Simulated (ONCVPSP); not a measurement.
## S (Z = 16): excitation energies, all-electron against ONCV

```json
{"Element": "S", "Generator": "ONCVPSP 4.0.1", "Type": "optimised norm-conserving Vanderbilt (ONCV)", "Functional": "PBE", "Relativity": "scalar-relativistic", "Frozen core": "[He]", "Valence charge": "14", "Reference configuration": "2s2 2p6 3s2 3p4", "Partial waves": "2s+3s: rc 0.85 bohr, ncon 5, nbas 8, qcut 13.5 1/bohr, 2 projectors; 2p+3p: rc 0.60 bohr, ncon 4, nbas 7, qcut 17.8 1/bohr, 2 projectors", "Local potential": "polynomial inside 0.55 bohr (lpopt 5, dvloc0 0 Ha)", "Core correction": "polynomial model core, fcfact 0.25"}
```

Energies are relative to the spin-unpolarised reference configuration 2s2 2p6 3s2 3p4; without spin polarisation the order of configurations can differ from experiment.

| valence configuration | charge | ΔE all-electron (eV) | error AE − PS (meV) |
| --- | --- | --- | --- |
| 2s2 2p6 3s2 3p3 | +1 | 11.769 | +1.0 |
| 2s2 2p6 3s2 3p2 | +2 | 34.052 | +3.4 |

What are ΔE and the potential's error for 2s2 2p6 3s1 3p4?

ΔE = 22.648 eV all-electron; the error (AE − PS) is -0.7 meV.

What are ΔE and the potential's error for 2s2 2p6 3s2 3p1?

ΔE = 68.094 eV all-electron; the error (AE − PS) is +9.3 meV.

Levels in the configuration 2s2 2p6 3s2 3p2:

```json
{"level": "2s", "all-electron (eV)": "-237.436", "pseudo (eV)": "-237.439"}
{"level": "2p", "all-electron (eV)": "-182.308", "pseudo (eV)": "-182.266"}
{"level": "3s", "all-electron (eV)": "-39.396", "pseudo (eV)": "-39.395"}
{"level": "3p", "all-electron (eV)": "-27.979", "pseudo (eV)": "-27.974"}
```
